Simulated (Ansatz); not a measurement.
Consider the ligand exchange at a B–O bond: `N=C(N)BO` + H–F → `N=C(N)BF` + H₂O.

Program: Ansatz. Geometries: PBE0-D4/def2-TZVP. ΔE: electronic, gas phase. CBS: MP2 limit from def2 TZ/QZ plus the TZ coupled-cluster correction, frozen cores. This one scheme is used for every species. Functionals use def2-TZVPP. B3LYP here is the variant with VWN-RPA as its local correlation; programs differ in this. One conformer a species, not always the lowest.

```csv
level,ΔE (kcal/mol)
r2SCAN-D4,-2.1
ωB97X-V,-2.0
B2PLYP,-2.0
B3LYP,-2.5
MP2/def2-TZVPP,-0.8
SCS-MP2/def2-TZVPP,-1.4
MP2/def2-QZVPP,-0.9
CCSD/CBS(def2),-1.5
```

What does CCSD(T)/CBS give? (An estimate is asked.)

The calculation gave: -1.3 kcal/mol. The listed levels differ from it by -0.8, -0.7, -0.7, -1.2, 0.5, -0.1, 0.4, -0.2 kcal/mol.

Largest T1 diagnostic among the species: 0.014.

In def2-TZVPP, CCSD(T) changes the Hartree–Fock value by +2.0 kcal/mol (the triples alone add +0.2 kcal/mol) and MP2 by +2.4 kcal/mol.
